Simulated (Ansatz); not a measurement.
Compare A (`CN(C)[SiH2]O`) with its isomer B (`CCO[SiH2]N`).

Isolated molecules relaxed with PBE0-D4/def2-TZVP in Ansatz; ΔE leaves out vibrations. CBS: MP2 limit from def2 TZ/QZ plus the TZ coupled-cluster correction, frozen cores. Functionals use def2-TZVPP. B3LYP here is the variant with VWN-RPA as its local correlation; programs differ in this. Each species was taken in one conformer, which may not be the lowest.

Question: Which isomer does CCSD(T)/CBS put lower? Give the gap. (An estimate is asked.)

Answer: Ansatz gave: B, by 6.2 kcal/mol.

Question: Give E(B) − E(A) in kcal/mol with CCSD/def2-TZVPP, B2PLYP, HF/def2-TZVPP, PBE0-D4, MP2/def2-TZVPP, B3LYP-D4, ωB97M-V. (Estimate.)

Answer: The calculation gave: CCSD/def2-TZVPP -6.3, B2PLYP -6.6, HF/def2-TZVPP -8.8, PBE0-D4 -5.6, MP2/def2-TZVPP -5.3, B3LYP-D4 -6.1, ωB97M-V -6.4. None reverses the order clearly.

Largest T1 diagnostic: 0.011.

In def2-TZVPP, CCSD(T) changes the Hartree–Fock value by +2.9 kcal/mol (the triples alone add +0.4 kcal/mol) and MP2 by +3.5 kcal/mol. The D4 term adds +1.0 kcal/mol with B3LYP and +0.5 kcal/mol with PBE0; it sums over pairs of atoms, weighted by their polarisabilities, and B3LYP, whose exchange is more repulsive, gets the larger term.
